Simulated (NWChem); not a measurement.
Si₂NH₆OF; SMILES [Si@@](O)([SiH3])(F)N

```xyz
11

N     -1.5185    -0.9720    -0.6179
Si    -0.0074    -0.4325    -0.0152
O      0.1838    -1.2207     1.4496
F      1.3060    -0.8463    -0.9320
Si     0.0095     1.9088     0.0875
H     -1.8087    -1.9467    -0.5084
H     -1.9630    -0.5222    -1.4193
H      1.1119    -1.3276     1.7214
H     -0.3571     2.4891    -1.2546
H     -0.9830     2.4058     1.1034
H      1.3755     2.4197     0.4609
```
Atoms are numbered in this order, from 1.

Program: NWChem. The geometry was optimised at PBE-D3(BJ)/def2-SVP. Total energies compare along this basis series because the functional is fixed.

```csv
level,basis functions,energy (Ha),highest occupied level (eV),orbital gap (eV),dipole (D)
TPSS/cc-pVDZ,108,-812.6113,-6.29,5.98,0.92
TPSS/aug-cc-pVDZ,177,-812.6480,-6.66,5.78,0.73
TPSS/cc-pVTZ,242,-812.7423,[?],5.98,[?]
```

**Question.** What belongs in the gaps?

**Answer.** 
- TPSS/cc-pVTZ, highest occupied level (eV): -6.55
- TPSS/cc-pVTZ, dipole (D): 0.82
